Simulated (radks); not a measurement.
Values are calculated unless marked as measured or tabulated.
Q: The promethium ion Pm22+, configuration [Ar] 3d10 4p6 4d3 4f2 (not the ground configuration). Level of theory: Dirac Kohn-Sham, PW91, spin-unpolarised, spherical densities, finite nucleus; open shells fill j = l - 1/2 first; Fermi nuclear charge, rms radius 4.962 fm (a radial shooting solver on a logarithmic mesh with Libxc functionals). Some entries of the table are withheld. Estimate them.

orbital  occ.  eigenvalue (eV)  <1/r> (bohr^-1)
1s1/2       2              (1)            67.42
2s1/2       2        -7959.797              (2)
2p1/2       2              (3)            15.98
2p3/2       4              (4)            14.31
3s1/2       2        -2216.477            5.846
3p1/2       2              (5)            5.763
3p3/2       4              (6)            5.342
3d3/2       4        -1653.691            5.218
3d5/2       6        -1628.624            5.112
4p1/2       2        -812.4956            2.539
4p3/2       4        -782.0142            2.407
4d3/2       3              (7)            2.268
4d5/2       0              (8)            2.237
4f5/2       2        -537.9623            2.002
4f7/2       0        -536.6464            1.992

A: 
(1) 1s1/2 eigenvalue (eV): -45637.74
(2) 2s1/2 <1/r> (bohr^-1): 16.00
(3) 2p1/2 eigenvalue (eV): -7575.228
(4) 2p3/2 eigenvalue (eV): -7013.916
(5) 3p1/2 eigenvalue (eV): -2052.134
(6) 3p3/2 eigenvalue (eV): -1937.496
(7) 4d3/2 eigenvalue (eV): -672.9165
(8) 4d5/2 eigenvalue (eV): -666.6889
